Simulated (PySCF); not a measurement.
One change at a time: excitation energies

Theory: TDDFT B3LYP/def2-SVPD, vertical, gas phase, core orbitals frozen in the response (PySCF). Geometries: PBE0-D3(BJ)/def2-SVP; one conformer of each isolated species. Triplets are in the Tamm–Dancoff approximation. Atoms past krypton carry core potentials; spin–orbit coupling is left out.

Parent: `[Cl][Ge][Cl]`, with lowest singlet excitation energy 3.86 eV, S1–T1 gap 1.02 eV, HOMO–LUMO gap 4.68 eV, LUMO energy -3.41 eV, HOMO energy -8.09 eV, mean static polarisability 61.2 au. Its spectrum: 3.86 eV (f 0.017); 4.19 eV (f 0.000); 4.99 eV (f 0.032); 5.45 eV (f 0.010); 5.72 eV (f 0.005).

Question: Order the derivatives by their lowest singlet excitation, lowest first, with the shift from the parent.
A. ligand (both): Cl to F: `[F][Ge][F]`
B. ligand (both): Cl to H: `[H][Ge][H]`
C. ligand (both): Cl to NH2: `[NH2][Ge][NH2]`
D. ligand (both): Cl to Br: `[Br][Ge][Br]`
E. ligand (both): Cl to I: `[I][Ge][I]`

Answer: B (shift -1.43 eV), E (shift -1.17 eV), D (shift -0.51 eV), C (shift +1.41 eV), A (shift +1.57 eV).

```
                  change          SMILES  Δ S1 (eV)  Δ S1−T1 (eV)  Δ gap (eV)  Δ LUMO (eV)  Δ HOMO (eV)  Δ α (au)
  ligand (both): Cl to F      [F][Ge][F]      +1.57         +0.69       +1.30        +0.42        -0.88     -31.6
ligand (both): Cl to NH2  [NH2][Ge][NH2]      +1.41         +0.54       +1.14        +2.51        +1.37      -8.8
 ligand (both): Cl to Br    [Br][Ge][Br]      -0.51         -0.21       -0.47        -0.07        +0.40     +18.2
  ligand (both): Cl to H      [H][Ge][H]      -1.43         +0.02       -1.25        +0.11        +1.35     -23.9
  ligand (both): Cl to I      [I][Ge][I]      -1.17         -0.44       -1.10        -0.15        +0.95     +51.2
```

S1 falls most with ligand (both): Cl to H (-1.43 eV), and it rises most with ligand (both): Cl to F (+1.57 eV). S1 is simply the lowest singlet of each species and needn't be the same kind of state throughout. Over these 5 changes the shifts of S1 and of the HOMO–LUMO gap correlate with r = 1.00.
